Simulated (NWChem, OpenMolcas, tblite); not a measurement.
## A ladder of methods for SnNH4F (SMILES [NH2][SnH2][F])

SnNH4F: 7 atoms, total charge 0, spin state singlet. As SMILES, `[NH2][SnH2][F]`. The shape is that of a PBE0-D4/def2-TZVP optimisation. This is one conformer, not always the lowest.

```jsonl
{"atom": "N", "x (Å)": "-0.8246", "y (Å)": "0.0883", "z (Å)": "-0.9430"}
{"atom": "Sn", "x (Å)": "0.4977", "y (Å)": "-0.0651", "z (Å)": "0.5429"}
{"atom": "F", "x (Å)": "0.2339", "y (Å)": "-1.8275", "z (Å)": "1.2724"}
{"atom": "H", "x (Å)": "-1.5842", "y (Å)": "0.7414", "z (Å)": "-0.8296"}
{"atom": "H", "x (Å)": "-0.4695", "y (Å)": "0.1255", "z (Å)": "-1.8857"}
{"atom": "H", "x (Å)": "0.1131", "y (Å)": "0.9711", "z (Å)": "1.8338"}
{"atom": "H", "x (Å)": "2.0949", "y (Å)": "-0.1018", "z (Å)": "-0.0366"}
```

Quantity: the dipole moment, in D. The values are calculated.

```
                           level             kind     program  value (D)   CPU time
                        GFN2-xTB   semi-empirical      tblite       4.52  under 2 s
    HF/def2-SVP (core potential)     Hartree–Fock  OpenMolcas       4.28      5.1 s
 SVWN5/def2-SVP (core potential)              LDA      NWChem       3.71       18 s
   PBE/def2-SVP (core potential)              GGA  OpenMolcas       3.58       22 s
r2SCAN/def2-SVP (core potential)         meta-GGA  OpenMolcas       3.75       27 s
M06-2X/def2-SVP (core potential)  hybrid meta-GGA  OpenMolcas       3.95       24 s
```

The values span 3.58 to 4.52 D. Magnitudes only. CPU times are rough (shared hosts, several kinds of processor and program).
